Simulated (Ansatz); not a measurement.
```yaml
crystal:
  periodic: [false, false, false]
  atoms:
    - {symbol: Ta, position_ang: [-0.687162, 0.077863, 0.094383]}
    - {symbol: O, position_ang: [0.575912, 1.179898, 0.638813]}
    - {symbol: O, position_ang: [0.111250, -1.257761, -0.733196]}
basis:
  gaussian: {orbitals: def2-SVPD}
total_charge: -2
magnetization: {spin_polarized: true, initial_magnetization: 1}
hamiltonian: {xc: {name: B2GP-PLYP}}
scf: {omitted_lower_state_checks: [starts]}
```

```sh
$ ansatz run in.yaml --threads 2 --pin off --events-out ev --progress --plain --max-ram 4352MiB
```

Output, abridged:

```
Functional definition: B2GP-PLYP
762 factors; integrals over basis functions are off by at most 3.4e-4 eV
mean field evaluation 1: about -5615.9744 eV, gradient 3.4e1 eV
mean field evaluation 2: about -5615.7935 eV, gradient 3.4e1 eV
mean field evaluation 4: about -5623.4192 eV, gradient 9.3e0 eV
mean field evaluation 8: about -5623.7950 eV, gradient 3.5e-1 eV
mean field evaluation 16: about -5623.7280 eV, gradient 8.6e-2 eV
mean field evaluation 32: about -5623.7327 eV, gradient 1.6e-4 eV
mean field -5623.73268665 eV, -206.6683643314 hartree, gradient 8.0e-6 eV, S^2 0.878300; 0 other end points of the search recorded, 0 dependent functions left out
2 core orbitals not correlated: weight in the atoms' cores, before any rotation towards them, 1.000 or more for the frozen orbitals, at most 0.000 for the correlated occupied ones
reference -5623.73276838 eV, -206.6683673348 hartree; 14, 13 occupied and 65, 66 virtual orbitals, 762 factors
second order -23.68412308 eV of doubles, -0.00000000 eV of singles
Total energy: -5632.25905268 eV, -206.9817025038 hartree
Checks for a lower state left out: starts
```

It took 3.2 s on 2 threads of Arm Neoverse V2 on a shared host.

In the def2 sets Ta takes a core potential; there is no spin–orbit coupling. Correlated methods freeze 2 core orbitals; core or outer-core shells of Ta are correlated, in sets that lack core-valence functions. A multiply charged anion in the gas phase is held together partly by the finite basis. The charge -2 doublet is spin-contaminated (final ⟨S²⟩ up to 0.88, 0.75 for a pure state).
